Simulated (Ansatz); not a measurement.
Basis sets compared for GeH3(NHMe) (CH7GeN). Charge 0, multiplicity 1. Geometry PBE0-D4/def2-SVP. Ansatz on 4 threads of Arm Neoverse V1 on a shared host; times are rough, and most runs start from earlier orbitals.

```xyz
10

Ge    1.411   -0.159   -0.273
H     2.261    0.552   -1.339
H     1.932    0.127    1.148
H     1.468   -1.691   -0.512
N    -0.277    0.550   -0.387
C    -1.328    0.070    0.479
H    -0.594    0.696   -1.340
H    -1.697   -0.952    0.252
H    -0.978    0.060    1.525
H    -2.198    0.748    0.448
```

The 6-31G sets use Cartesian d functions. B3LYP takes the VWN-RPA correlation.

Binding counts from free atoms (Ge triplet, H doublet, N quartet, C triplet) in the same basis, without a counterpoise term.

| level | functions | energy (Eh) | HOMO (eV) | LUMO (eV) | binding per atom (eV) | wall time |
| --- | --- | --- | --- | --- | --- | --- |
| HF/STO-3G | 35 | -2146.9793 | -7.49 | 12.42 | 3.16 | 0.15 s |
| HF/6-31G | 61 | -2171.3486 | -9.79 | 3.58 | 2.20 | 0.3 s |
| HF/def2-TZVP | 152 | -2171.7847 | -10.02 | 3.37 | 2.37 | 0.75 s |
| PBE-D4/def2-SVP | 95 | -2173.2772 | -5.02 | 0.11 | 3.34 | 0.7 s |
| PBE-D4/def2-TZVP | 152 | -2173.6507 | -5.22 | -0.26 | 3.33 | 1.2 s |
| r2SCAN-D4/def2-TZVP | 152 | -2174.0271 | -5.49 | 0.18 | 3.29 | 2.4 s |
| B3LYP-D4/6-31G | 61 | -2173.7306 | -5.93 | 0.56 | 3.23 | 0.75 s |
| B3LYP-D4/def2-TZVP | 152 | -2174.1602 | -6.37 | 0.29 | 3.31 | 1.6 s |
| PBE0-D4/def2-SVP | 95 | -2173.3507 | -6.44 | 0.96 | 3.30 | 1.1 s |
| PBE0-D4/def2-TZVP | 152 | -2173.7202 | -6.59 | 0.57 | 3.29 | 1.6 s |

(1) Estimate the rows for PBE-D4/def2-TZVPD, r2SCAN-D4/def2-TZVPD, PBE0-D4/def2-TZVPD.

Answers

(1) 
```csv
level,functions,energy (Eh),HOMO (eV),LUMO (eV),binding per atom (eV),wall time
PBE-D4/def2-TZVPD,191,-2173.6524,-5.27,-0.59,3.33,1.6 s
r2SCAN-D4/def2-TZVPD,191,-2174.0285,-5.52,-0.05,3.30,3.4 s
PBE0-D4/def2-TZVPD,191,-2173.7217,-6.63,0.12,3.29,2.2 s
```
